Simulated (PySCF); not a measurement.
**Structure revision by computed shifts**

A compound C6H9NO gives the data below (simulated from a calculation) and was assigned the structure `O=C[C@@H]1CC=NCC1`.

¹³C{¹H} NMR (computed): δ 169.4 (C), 144.2 (CH), 135.2 (CH), 34.0 (CH2), 26.0 (CH2), 14.6 (CH3).

¹H NMR (300 MHz, computed): δ 7.70 (m, 1H), 7.29 (m, 1H), 2.92 (t, 2H), 1.66 (m, 2H), 0.95 (t, 3H).

Averaged over atoms made equivalent by symmetry, fast rotation or ring inversion, one conformer, relativity neglected, in vacuum. Geometry from GFN2-xTB; σ from GIAO-PBE0/pcSseg-1; PySCF 2.14.

Chemical shifts δ = σref − σ; ¹H, ¹³C against TMS, all at this level.

Question: Compare with the shifts computed for the proposed structure, pairing carbons in order of shift.

Answer: Mapped SMILES: `[O:1]=[CH:2][C@@H:3]1[CH2:4][CH:5]=[N:6][CH2:7][CH2:8]1`; H(Xn) means a hydrogen on atom n.

```
atom  computed for proposal  given list  difference
  C2                  208.3       169.4       +38.9
  C5                  164.8       144.2       +20.6
  C7                   49.7       135.2       -85.5
  C3                   46.3        34.0       +12.3
  C4                   28.6        26.0        +2.6
  C8                   25.6        14.6       +11.0
```

The rms difference is 39.9 ppm and the largest -85.5 ppm at C7 (sp3 CH2 bonded to N). The carbon types in order of shift don't match either: CH, CH, CH2, CH, CH2, CH2 for the proposal against C, CH, CH, CH2, CH2, CH3 in the data. The proposal doesn't fit.

Question: Which isomer fits?

Answer: SMILES CCCc1ncco1.

Carbon types of the structure: 1 × C, 2 × CH, 2 × CH2, 1 × CH3, which accounts for all hydrogens. δC 169.4: substituted aromatic carbon next to the ring oxygen. δC 144.2: aromatic CH next to the ring oxygen. δC 135.2: aromatic CH next to a ring nitrogen. δC 26.0: sp3 CH2; a saturated carbon with 2 carbon neighbours and no heteroatom attached.

The data come from this structure; uniqueness wasn't tested.

Shifts are as computed. Against solution values, carbons near 30 ppm lie about +3 ppm off and those near 130 ppm about +5 ppm. Of 1211 compounds with measured shifts, 218 miss one by over three times the rms of a fit or turn the order of signals round; such compounds aren't used in these exercises. No couplings were computed; multiplicities are counted from neighbouring protons, with m where these are inequivalent, close in shift, in a saturated or five-membered ring or joined by F or P, and br s for small geminal =CH2 splittings.
